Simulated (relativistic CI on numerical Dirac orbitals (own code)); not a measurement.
## Magnetism of Sm³⁺, 4f5, in a crystal field

Calculated by Dirac-Coulomb-Breit CI, separate exchange-only KLI orbitals for each configuration, model QED (radiative potential, 1s self-energy scaled to tabulated hydrogen-like ionisation energies), valence Slater integrals scaled by 0.8, one configuration in a parametric crystal field (own radial code).

Field parameters in Wybourne normalisation. The field is a parameter set, without covalency.

S is read from ⟨S²⟩ = S(S + 1).

Powder χT (cm³ K mol⁻¹) by Van Vleck's formula, with temperature-independent terms:

| Field | 2 K | 5 K | 10 K | 20 K | 50 K | 100 K | 200 K | 300 K |
| --- | --- | --- | --- | --- | --- | --- | --- | --- |
| D3d, B20 = 880, B40 = 780, B43 = -1340, B60 = -600, B63 = -710, B66 = -730 cm⁻¹ | 0.0174 | 0.0219 | 0.0293 | 0.0442 | 0.0858 | 0.14 | 0.232 | 0.323 |
| D3d, B20 = 410, B40 = 660, B43 = 1060, B60 = 180, B63 = 500, B66 = 80 cm⁻¹ | 0.0262 | 0.0341 | 0.0468 | 0.0659 | 0.101 | 0.148 | 0.233 | 0.319 |

Q: For D3d, B20 = 410, B40 = 660, B43 = 1060, B60 = 180, B63 = 500, B66 = 80 cm⁻¹: what effective moment follows at 300 K?

A: μ_eff = √(8χT) = 1.60 μB. The LS value g√(J(J + 1)) of the free ion's ⁶H°5/2 level is 0.85 μB.
